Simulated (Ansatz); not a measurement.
C3H4BF (`BC1(F)C=C1`), relaxed with RKS PBE-D4/def2-SVP in Ansatz from a rough embedded geometry. The force threshold is 0.03 eV/Å; the program also tests the step.

Charge 0, multiplicity 1.

Start:

```xyz
9

B     0.000    0.523   -1.268
C     0.439    0.056    0.140
F     1.729    0.230    0.498
C    -0.060   -1.095    0.596
C    -0.474    0.146    1.171
H    -0.853    1.439   -1.376
H     0.455    0.115   -2.260
H    -0.196   -2.181    0.553
H    -1.040    0.766    1.946
```

```json
{"step": "1", "energy (eV)": "-6551.6855", "largest force (eV/Å)": "5.570", "largest move (Å)": "0.000"}
{"step": "2", "energy (eV)": "-6552.7666", "largest force (eV/Å)": "2.228", "largest move (Å)": "0.131"}
{"step": "3", "energy (eV)": "-6553.0033", "largest force (eV/Å)": "1.112", "largest move (Å)": "0.200"}
{"step": "4", "energy (eV)": "-6553.1340", "largest force (eV/Å)": "0.542", "largest move (Å)": "0.101"}
{"step": "5", "energy (eV)": "-6553.2145", "largest force (eV/Å)": "0.451", "largest move (Å)": "0.199"}
{"step": "6", "energy (eV)": "-6553.2526", "largest force (eV/Å)": "0.380", "largest move (Å)": "0.200"}
{"step": "7", "energy (eV)": "-6553.2592", "largest force (eV/Å)": "0.295", "largest move (Å)": "0.135"}
{"step": "8 (rejected)", "energy (eV)": "-6553.2520", "largest force (eV/Å)": "0.419", "largest move (Å)": "0.089"}
{"step": "9", "energy (eV)": "-6553.2717", "largest force (eV/Å)": "0.078", "largest move (Å)": "0.044"}
{"step": "10", "energy (eV)": "-6553.2717", "largest force (eV/Å)": "0.148", "largest move (Å)": "0.029"}
{"step": "11", "energy (eV)": "-6553.2720", "largest force (eV/Å)": "0.338", "largest move (Å)": "0.063"}
{"step": "12", "energy (eV)": "-6553.2758", "largest force (eV/Å)": "0.121", "largest move (Å)": "0.016"}
{"step": "13", "energy (eV)": "-6553.2788", "largest force (eV/Å)": "0.105", "largest move (Å)": "0.098"}
{"step": "14 (rejected)", "energy (eV)": "-6553.2788", "largest force (eV/Å)": "0.224", "largest move (Å)": "0.170"}
{"step": "15 (rejected)", "energy (eV)": "-6553.2766", "largest force (eV/Å)": "0.214", "largest move (Å)": "0.085"}
{"step": "16", "energy (eV)": "-6553.2807", "largest force (eV/Å)": "0.041", "largest move (Å)": "0.041"}
{"step": "17", "energy (eV)": "-6553.2822", "largest force (eV/Å)": "0.073", "largest move (Å)": "0.097"}
{"step": "18 (rejected)", "energy (eV)": "-6553.2814", "largest force (eV/Å)": "0.173", "largest move (Å)": "0.073"}
{"step": "19", "energy (eV)": "-6553.2832", "largest force (eV/Å)": "0.025", "largest move (Å)": "0.036"}
{"step": "20", "energy (eV)": "-6553.2839", "largest force (eV/Å)": "0.057", "largest move (Å)": "0.073"}
{"step": "21", "energy (eV)": "-6553.2841", "largest force (eV/Å)": "0.056", "largest move (Å)": "0.056"}
{"step": "22", "energy (eV)": "-6553.2843", "largest force (eV/Å)": "0.046", "largest move (Å)": "0.014"}
{"step": "23", "energy (eV)": "-6553.2844", "largest force (eV/Å)": "0.025", "largest move (Å)": "0.009"}
```

End:

```xyz
9

B     0.061    0.598   -1.344
C     0.449    0.027    0.033
F     1.817   -0.021    0.321
C    -0.364   -1.056    0.728
C    -0.432    0.128    1.265
H    -1.120    0.670   -1.624
H     0.904    0.962   -2.141
H    -0.573   -2.130    0.709
H    -0.742    0.822    2.053
```

Hardware: 2 threads of an Intel Xeon on a shared host. Wall time 30 s, peak host memory 0.18 GiB.
